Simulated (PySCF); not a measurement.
Simulated outer-valence photoelectron spectrum of `N#C/C=C(/F)C#N`. Computed with EOM-IP-CCSD/aug-cc-pVDZ in PySCF, restricted Hartree–Fock reference, 7 core orbitals frozen, non-relativistic, gas phase, PBE0-D3(BJ)/def2-SVP geometry.

Each root has a Gaussian of 0.3 eV full width with its one-hole share as area; cross sections and vibrations are left out, and the highest printed point is 100.

| ionisation energy (eV) | intensity |
| --- | --- |
| 10.9 | 0 |
| 11.0 | 4 |
| 11.1 | 14 |
| 11.2 | 30 |
| 11.3 | 35 |
| 11.4 | 22 |
| 11.5 | 7 |
| 11.6 | 1 |
| 11.7 | 0 |
| 11.8 | 0 |
| 11.9 | 0 |
| 12.0 | 0 |
| 12.1 | 0 |
| 12.2 | 0 |
| 12.3 | 0 |
| 12.4 | 0 |
| 12.5 | 0 |
| 12.6 | 0 |
| 12.7 | 0 |
| 12.8 | 0 |
| 12.9 | 0 |
| 13.0 | 1 |
| 13.1 | 7 |
| 13.2 | 21 |
| 13.3 | 36 |
| 13.4 | 36 |
| 13.5 | 34 |
| 13.6 | 38 |
| 13.7 | 41 |
| 13.8 | 53 |
| 13.9 | 86 |
| 14.0 | 100 |
| 14.1 | 69 |
| 14.2 | 27 |
| 14.3 | 6 |
| 14.4 | 3 |
| 14.5 | 9 |
| 14.6 | 24 |
| 14.7 | 34 |
| 14.8 | 27 |
| 14.9 | 11 |
| 15.0 | 3 |
| 15.1 | 0 |
| 15.2 | 0 |
| 15.3 | 0 |
| 15.4 | 0 |
| 15.5 | 0 |
| 15.6 | 0 |
| 15.7 | 0 |
| 15.8 | 0 |
| 15.9 | 2 |
| 16.0 | 9 |
| 16.1 | 25 |
| 16.2 | 35 |
| 16.3 | 27 |
| 16.4 | 11 |
| 16.5 | 2 |
| 16.6 | 0 |

Where are the maxima, and how many lines lie under the curve?

5 maxima, at 11.3, 13.4, 14.0, 14.7 and 16.2 eV, from 8 lines. At this width some lines have no maximum of their own.

List the lines with their holes.

| E (eV) | leading hole (HF orbital) | area | Koopmans (eV) |
| --- | --- | --- | --- |
| 11.27 | HOMO | 0.96 | 11.41 |
| 13.33 | HOMO-1 | 0.95 | 13.62 |
| 13.64 | HOMO-5 | 0.92 | 16.13 |
| 13.93 | HOMO-2 | 0.95 | 14.21 |
| 13.99 | HOMO-3 | 0.94 | 14.31 |
| 14.03 | HOMO-6 | 0.92 | 16.51 |
| 14.71 | HOMO-4 | 0.93 | 15.53 |
| 16.21 | HOMO-7 | 0.94 | 18.74 |

The widest gap, 2.06 eV, lies between 11.27 and 13.33 eV. Only orbitals with −ε under 21 eV, eight at most, were ionised, so the high end of the curve may lack lines.
